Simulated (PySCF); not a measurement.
Co(13+) (cobalt, charge +13) across methods

[Ne] 3s2 3p2, high-spin 3P determinant. All numbers are calculated (PySCF 2.14, scalar relativity by spin-free X2C-1e, in an uncontracted even-tempered set (22 s from 0.81 bohr⁻², ratio 2.2; 14 p from 1.1 bohr⁻², ratio 2.2; 5 d from 5.6 bohr⁻², ratio 2.4; 5 f from 8.5 bohr⁻², ratio 2.4; 4 g from 13 bohr⁻², ratio 2.4)).

| method | E (hartree) | mean ε 3s α (eV) | mean ε 3s β (eV) | mean ε 3p α (eV) | Σ⟨r²⟩ (bohr²) | ⟨S²⟩ |
| --- | --- | --- | --- | --- | --- | --- |
| PBE0 | -1317.329 | -436.61 | -427.41 | -396.90 | 2.539 | 2.001 |
| LDA | -1314.765 | -430.48 | -424.17 | -392.25 | 2.540 | 2.000 |
| r2SCAN | -1317.489 | -433.32 | -424.30 | -393.98 | 2.541 | 2.002 |
| UHF | -1316.90920 | -451.92 | -435.53 | -408.48 | 2.545 | 2.003 |
| r2SCAN0 | -1317.490 | -438.17 | -427.53 | -397.84 | 2.541 | 2.002 |
| PBE | -1317.283 | -431.11 | -424.08 | -392.66 | 2.538 | 2.001 |
| M06-2X | -1317.645 | -440.92 | -430.74 | -400.90 | 2.539 | 2.001 |
